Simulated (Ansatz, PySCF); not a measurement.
Species: AlOH (charge 0, singlet). SMILES: [OH][Al]
Geometry: optimised at B3LYP-D3(BJ)/def2-TZVP (Ansatz, a program for electronic structure).

Wanted: vertical triplet-singlet gap, E(triplet) - E(singlet), in eV. Set-up: no dispersion term unless named; no spin-orbit coupling; non-relativistic; UHF or UKS for open shells; each state is the SCF solution reached for its charge and spin. First-principles rows: single points at B3LYP-D3(BJ) geometries (Ansatz). Levels can end on unlike triplets.

| species | coefficient | E at B3LYP/STO-3G (Ansatz), Eh | E at M06-2X/def2-TZVPD (PySCF), Eh |
|---|---|---|---|
| charge 0, triplet | +1 | -314.02359 | -318.16245 |
| charge 0, singlet | -1 | -314.23183 | -318.29113 |

 1 Eh = 27.2114 eV.

### Question
Compute it at each level from the table.

### Answer

- B3LYP/STO-3G: the sum of coefficient times E is 0.20824 Eh, or 5.666 eV. Result: 5.67 eV.
- M06-2X/def2-TZVPD: the sum of coefficient times E is 0.12868 Eh, or 3.502 eV. Result: 3.50 eV.
